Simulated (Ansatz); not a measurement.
Si(SiH3)4 (Si₅H₁₂), relaxed as a singlet with RKS PBE-D4/def2-SVP in Ansatz, starting from the GFN2-xTB geometry. Force threshold 0.02 eV/Å.

Start:

```tsv
atom	x (Å)	y (Å)	z (Å)
Si1	-0.0003	0.0028	-0.0049
Si2	2.2320	-0.6581	0.2856
H3	2.3491	-2.0345	0.7729
H4	2.9425	0.1822	1.2525
H5	3.0033	-0.5955	-0.9580
Si6	-1.1421	-1.6085	-1.2676
H7	-2.5200	-1.2098	-1.5634
H8	-1.2263	-2.8968	-0.5754
H9	-0.5035	-1.8740	-2.5582
Si10	-0.0595	2.0673	-1.1146
H11	0.6044	3.1292	-0.3547
H12	-1.4254	2.5329	-1.3649
H13	0.6042	2.0192	-2.4196
Si14	-1.0300	0.2018	2.0921
H15	-0.8012	-0.9725	2.9372
H16	-2.4828	0.3578	1.9898
H17	-0.5444	1.3566	2.8511
```

Problem. Estimate the energy that the relaxation releases and the steps that it takes.

Solution. 24.6 kJ/mol, in 9 steps; 17 s on 2 threads of AMD EPYC 7R13 on a shared host. The force fell under the threshold at step 4, but the optimiser went on and released 0.003 eV more. No frequencies were taken in this run, so the end may be a saddle point.

Problem. Does the start keep its bonding and symmetry?

Solution. By distances, no bond broke or formed. The bond that changes most is Si6–H9, from 1.46 to 1.51 Å (atoms count from 1).

Problem. Predict the relaxed structure.

Solution. 
```xyz
17

Si    0.000   -0.001    0.002
Si    2.241   -0.644    0.300
H     2.310   -1.980    0.994
H     2.969    0.374    1.138
H     2.932   -0.756   -1.034
Si   -1.113   -1.620   -1.287
H    -2.547   -1.215   -1.509
H    -1.091   -2.952   -0.585
H    -0.440   -1.769   -2.627
Si   -0.080    2.069   -1.108
H     0.651    3.117   -0.311
H    -1.510    2.508   -1.286
H     0.564    1.958   -2.465
Si   -1.047    0.195    2.096
H    -0.991   -1.118    2.833
H    -2.491    0.589    1.922
H    -0.356    1.245    2.927
```
Bond lengths: 4 × Si–Si 2.35 Å; 12 × H–Si 1.51 Å.
